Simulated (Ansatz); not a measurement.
Calculated with Ansatz (gas phase, PBE0-D4/def2-TZVP geometries, no zero-point term in ΔE). CCSD(T)/CBS adds triple-zeta CCSD(T) − MP2 to the extrapolated MP2 energy (def2 sets, frozen cores). This one scheme is used for every species, atoms too. For atomizations the MP2-based limit and the directly extrapolated one differ by several kJ/mol either way, and by 10 to 25 for some Ge, Se and Sn compounds, so smaller differences from it don't rank the levels. DFT in def2-TZVPP. B3LYP here is the variant with VWN-RPA as its local correlation; programs differ in this. HSE06 is defined as in plane-wave codes. Open shells (•) are unrestricted, without spin–orbit coupling. Spin–orbit coupling would lower the free atoms: a little for C, F, S, Si.

Consider the atomization: `FC(F)(F)S[SiH3]` → C• + 3 F• + 3 H• + S• + Si•.

| level | ΔE (kJ/mol) | difference from CCSD(T)/CBS |
| --- | --- | --- |
| PBE-D4 | 3177.7 | 97.2 |
| revPBE-D4 | 3073.5 | -7.0 |
| BLYP-D4 | 3075.8 | -4.7 |
| r2SCAN-D4 | 3106.7 | 26.2 |
| B97M-V | 3097.6 | 17.1 |
| PBE0-D4 | 3079.7 | -0.8 |
| B3LYP-D4 | 3055.2 | -25.3 |
| r2SCANh-D4 | 3070.3 | -10.2 |
| r2SCAN0-D4 | 3018.5 | -62.0 |
| HSE06-D4 | 3082.8 | 2.3 |
| BHLYP-D4 | 2923.8 | -156.7 |
| CAM-B3LYP-D4 | 3088.7 | 8.2 |
| ωB97X-V | 3110.9 | 30.4 |
| ωB97M-V | 3102.4 | 21.9 |
| B2PLYP | 3026.6 | -53.9 |
| PBE-QIDH | 3048.2 | -32.3 |
| PBE | 3156.4 | 75.9 |
| revPBE | 3008.6 | -71.9 |
| BLYP | 3028.6 | -51.9 |
| r2SCAN | 3101.6 | 21.1 |
| PBE0 | 3061.8 | -18.7 |
| B3LYP | 3020.6 | -59.9 |
| r2SCANh | 3064.9 | -15.6 |
| r2SCAN0 | 3012.6 | -67.9 |
| HSE06 | 3066.1 | -14.4 |
| BHLYP | 2897.2 | -183.3 |
| CAM-B3LYP | 3070.5 | -10.0 |
| LC-ωPBE | 3076.9 | -3.6 |
| HF/def2-SVP | 2115.7 | -964.8 |
| MP2/def2-SVP | 2952.1 | -128.4 |
| CCSD/def2-SVP | 2829.2 | -251.3 |
| CCSD(T)/def2-SVP | 2870.9 | -209.6 |
| HF/def2-TZVPP | 2116.3 | -964.2 |
| MP2/def2-TZVPP | 3080.4 | -0.1 |
| SCS-MP2/def2-TZVPP | 3027.4 | -53.1 |
| CCSD/def2-TZVPP | 2917.5 | -163.0 |
| CCSD(T)/def2-TZVPP | 2981.4 | -99.1 |
| HF/def2-QZVPP | 2121.3 | -959.2 |
| MP2/def2-QZVPP | 3139.1 | 58.6 |
| HF/CBS(def2) | 2122.1 | -958.4 |
| CCSD(T)/CBS | 3080.5 | 0 |

Largest T1 diagnostic among the species: 0.012.

From r2SCAN to r2SCAN0 (25 % exact exchange), in def2-TZVPP and without D4, ΔE moves by −89.1 kJ/mol: exact exchange takes away binding that semilocal exchange gives to molecules. The D4 term adds +34.6 kJ/mol with B3LYP and +17.9 kJ/mol with PBE0; it sums over pairs of atoms, weighted by their polarisabilities, and B3LYP, whose exchange is more repulsive, gets the larger term.
